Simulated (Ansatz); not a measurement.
Job for Ansatz (a first-principles code): U-CCSD(T)/cc-pVDZ on BrGeH3 (SMILES [GeH3][Br]), a point of a bond scan (R = 3.498 Å). The run froze 28 orbitals, filled d shells among them.

Ansatz 0.2 input:
```yaml
crystal:
  periodic: [false, false, false]
  atoms:
    - {symbol: Ge, position_ang: [-1.14560058, 0.04679150, 0.00463248]}
    - {symbol: Br, position_ang: [2.34916393, -0.09595046, -0.00949935]}
    - {symbol: H, position_ang: [-1.53993749, 1.48382174, -0.35409628]}
    - {symbol: H, position_ang: [-1.60695799, -0.33231658, 1.41625220]}
    - {symbol: H, position_ang: [-1.64237120, -0.95588990, -1.04278950]}
basis:
  gaussian:
    orbitals: cc-pVDZ
correlation: {method: ccsd_t, electrons: outside_noble_gas}
scf: {omitted_lower_state_checks: [cluster_reference]}
magnetization: {spin_polarized: true, initial_magnetization: 0}
```

**Question.** What total energy does the run end on?

**Answer.** -4649.6611 hartree (reference determinant -4649.4154, T1 diagnostic 0.060). Its determinant has ⟨S²⟩ = 0.72, a mixture of spin states.

**Question.** How many basis functions does it have, and what does it roughly cost on one machine?

**Answer.** 69 functions; roughly 12 core-seconds.
